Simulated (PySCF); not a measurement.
C$_{2}$H$_{6}$BO$_{3}$ (SMILES COB([O])OC), doublet, geometry from GFN2-xTB; DF-M06/def2-SV(P) (PySCF).

Input for PySCF:
```python
from pyscf import gto, scf, dft

mol = gto.Mole()
mol.atom = '''
    C     1.89015265   -0.33556349    1.03577895
    O     0.54829561   -0.31085403    0.65990196
    B     0.05977455    0.31889220   -0.52195332
    O     0.88731364    0.90391577   -1.30066654
    O    -1.30614256    0.19594620   -0.65525112
    C    -2.08635764   -0.47654888    0.28250663
    H     2.28055546    0.67262022    1.19961710
    H     2.50611279   -0.85163567    0.29418992
    H     1.92245532   -0.89085602    1.97864220
    H    -2.81906205    0.21647431    0.70622354
    H    -2.59234078   -1.31564720   -0.20387592
    H    -1.45509708   -0.86480594    1.09338195
'''
mol.basis = 'def2-sv(p)'
mol.spin = 1
mol.verbose = 4
mol.build()

mf = dft.UKS(mol)
mf.xc = 'm06'
mf = mf.density_fit(auxbasis='def2-universal-jkfit')
mf.kernel()
mf.analyze()
```

Task: Write the output that PySCF gives for this input, abridged.

Result: 
```
PySCF version 2.14.0

[INPUT] verbose = 4
[INPUT] num. atoms = 12
[INPUT] num. electrons = 47
[INPUT] charge = 0
[INPUT] spin (= nelec alpha-beta = 2S) = 1
[INPUT] symmetry False subgroup None
[INPUT] Mole.unit = angstrom
[INPUT] Symbol           X                Y                Z      unit          X                Y                Z       unit  Magmom
[...]
nuclear repulsion = 233.623559591231
number of shells = 48
number of NR pGTOs = 168
number of NR cGTOs = 96
basis = def2-sv(p)
ecp = {}

******** <class 'pyscf.df.df_jk.DFUKS'> ********
method = DFUKS
initial guess = minao
damping factor = 0
level_shift factor = 0
DIIS = <class 'pyscf.scf.diis.CDIIS'>
diis_start_cycle = 1
diis_space = 8
diis_damp = 0
SCF conv_tol = 1e-09
SCF conv_tol_grad = None
SCF max_cycles = 50
direct_scf = False
number electrons alpha = 24  beta = 23
XC library pyscf.dft.libxc version 7.1.2
    S. Lehtola, C. Steigemann, M. J. T. Oliveira, and M. A. L. Marques,  SoftwareX 7, 1–5 (2018)
XC functionals = m06
    Y. Zhao and D. G. Truhlar,  Theor. Chem. Acc. 120, 215 (2008)
    Y. Zhao and D. G. Truhlar,  Theor. Chem. Acc. 120, 215 (2008)
radial grids:
    Treutler-Ahlrichs [JCP 102, 346 (1995); DOI:10.1063/1.469408] (M4) radial grids

becke partition: Becke, JCP 88, 2547 (1988); DOI:10.1063/1.454033
pruning grids: <function nwchem_prune>
grids dens level: 3
symmetrized grids: False
atomic radii adjust function: <function treutler_atomic_radii_adjust>
small_rho_cutoff = 0
Set gradient conv threshold to 3.16228e-05
tot grids = 143376
******** <class 'pyscf.df.df.DF'> ********
auxbasis = def2-universal-jkfit
init E= -330.578736126986

cycle= 1 E= -329.61083776477  delta_E= 0.968  |g|= 0.757  |ddm|= 2.48
cycle= 2 E= -327.720154109065  delta_E= 1.89  |g|= 1.88  |ddm|= 8.64
cycle= 3 E= -329.764338297904  delta_E= -2.04  |g|= 0.501  |ddm|= 8.56
cycle= 4 E= -329.811750167988  delta_E= -0.0474  |g|= 0.543  |ddm|= 1.04
cycle= 5 E= -329.896330324983  delta_E= -0.0846  |g|= 0.308  |ddm|= 0.193
cycle= 6 E= -329.930984957838  delta_E= -0.0347  |g|= 0.159  |ddm|= 0.15
cycle= 7 E= -329.942671848716  delta_E= -0.0117  |g|= 0.0291  |ddm|= 0.118
cycle= 8 E= -329.943168916785  delta_E= -0.000497  |g|= 0.00827  |ddm|= 0.0367
cycle= 9 E= -329.94320702091  delta_E= -3.81e-05  |g|= 0.00533  |ddm|= 0.0107
cycle= 10 E= -329.943220111156  delta_E= -1.31e-05  |g|= 0.00227  |ddm|= 0.00415
cycle= 11 E= -329.943225597194  delta_E= -5.49e-06  |g|= 0.00174  |ddm|= 0.00526
[...]
converged SCF energy = -329.943228214226  <S^2> = 0.75447921  2S+1 = 2.0044742
Total Energy =                        -329.943228214225769
[...]
spin_pop of  4 O 3dz^2     0.00001
spin_pop of  4 O 3dxz      0.00003
spin_pop of  4 O 3dx2-y2    0.00002
spin_pop of  5 C 1s       -0.00000
spin_pop of  5 C 2s        0.00046
spin_pop of  5 C 3s       -0.00001
spin_pop of  5 C 2px       0.00610
spin_pop of  5 C 2py      -0.00042
spin_pop of  5 C 2pz      -0.00124
spin_pop of  5 C 3px       0.00009
spin_pop of  5 C 3py      -0.00002
spin_pop of  5 C 3pz       0.00001
spin_pop of  5 C 3dxy     -0.00000
spin_pop of  5 C 3dyz      0.00002
spin_pop of  5 C 3dz^2     0.00001
spin_pop of  5 C 3dxz      0.00000
spin_pop of  5 C 3dx2-y2    0.00000
spin_pop of  6 H 1s        0.00134
spin_pop of  6 H 2s        0.00001
spin_pop of  7 H 1s        0.00134
spin_pop of  7 H 2s        0.00001
spin_pop of  8 H 1s        0.00211
spin_pop of  8 H 2s        0.00009
spin_pop of  9 H 1s        0.00125
spin_pop of  9 H 2s        0.00001
spin_pop of  10 H 1s        0.00126
spin_pop of  10 H 2s        0.00001
spin_pop of  11 H 1s       -0.00016
spin_pop of  11 H 2s        0.00001
 ** Mulliken Spin Density (per atom)  **
spin density of  0 C =     -0.00507
spin density of  1 O =      0.14813
spin density of  2 B =     -0.05335
spin density of  3 O =      0.87918
spin density of  4 O =      0.01881
spin density of  5 C =      0.00501
spin density of  6 H =      0.00136
spin density of  7 H =      0.00136
spin density of  8 H =      0.00221
spin density of  9 H =      0.00126
spin density of  10 H =      0.00127
spin density of  11 H =     -0.00015
 ** Mulliken pop alpha/beta on meta-lowdin orthogonal AOs **
 ** Mulliken pop       alpha | beta **
In total            24.00000 | 23.00000
 ** Mulliken atomic charges   ( Nelec_alpha | Nelec_beta ) **
charge of  0C =     -0.04415  (     3.01954      3.02461 )
charge of  1O =     -0.39001  (     4.26907      4.12094 )
charge of  2B =      0.54798  (     2.19933      2.25269 )
charge of  3O =     -0.22728  (     4.55323      3.67405 )
charge of  4O =     -0.41564  (     4.21723      4.19842 )
charge of  5C =     -0.04053  (     3.02277      3.01776 )
charge of  6H =      0.09010  (     0.45563      0.45427 )
charge of  7H =      0.09001  (     0.45567      0.45432 )
charge of  8H =      0.10536  (     0.44842      0.44622 )
charge of  9H =      0.09427  (     0.45349      0.45224 )
charge of  10H =      0.09427  (     0.45350      0.45223 )
charge of  11H =      0.09562  (     0.45211      0.45226 )
Dipole moment(X, Y, Z, Debye):  0.54569, -1.00404,  1.82763
```
